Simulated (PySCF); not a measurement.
BF3, SMILES F[B-](F)F, charge -1, multiplicity 2. Coordinates come from a B3LYP-D3(BJ)/def2-SVPD optimisation.

Problem. Give the equilibrium geometry at B3LYP-D3(BJ)/def2-SVPD (PySCF confirms it by a frequency run) as Cartesian coordinates in Å, and its point group. (Estimate from the structure and the level; the computed values follow.)

Solution. point group C3v.
```xyz
4

B      0.0000     0.0000    -0.3728
F      1.1574     0.6682     0.0690
F     -1.1574     0.6682     0.0690
F      0.0000    -1.3365     0.0690
```
Charge -1, spin multiplicity 2.
